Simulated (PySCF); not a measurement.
Cd(Cl)(SeH), SMILES [Cd]([SeH])[Cl] (HCdClSe), singlet at its B3LYP/def2-SVP optimised geometry (Å):

```
4

Cd     0.0963    -0.7257     0.0000
Cl     2.4059    -0.7524    -0.0001
Se    -2.3740    -0.7257     0.0000
H     -2.4059     0.7524     0.0000
```

Computed with B3LYP/def2-TZVP, def2 effective core potentials past Kr (PySCF). The core electrons that the potentials of Cd replace are not part of the density.

Map of the electron localisation function on the plane z = 1.2 Å:

```
|00000000000000000000000000000|
|00000000000000000000000000000|
|00000000000000000000000000000|
|00000000000000000000000000000|
|00000000000000000000000000000|
|00000000000000000000000000000|
|00000000000000000000000000000|
|00000000000000000000000000000|
|00000000000000000000000000000|
|00000111100000000000000000000|
|00000233100000000000000000000|
|00001233210000000000112110000|
|00001333211111110001234321000|
|00123444432211111112456542000|
|01245677654221111114677753100|
|02468898875321211125788864200|
|03689999986312221125788875200|
|03689999986311221125788874200|
|03689999975311111124688764100|
|02478999864211111113577653100|
|00256777532111111012455532000|
|00123444210001100001233320000|
|00001111000000000000011100000|
|00000000000000000000000000000|
|00000000000000000000000000000|
|00000000000000000000000000000|
|00000000000000000000000000000|
|00000000000000000000000000000|
|00000000000000000000000000000|
```
Scale: ten equal steps from 0.000 (start of '0') to 0.914 (end of '9'), in the order '0123456789'; x runs from -4.50 to 4.50, y from -4.50 (bottom) to 4.50 (top).
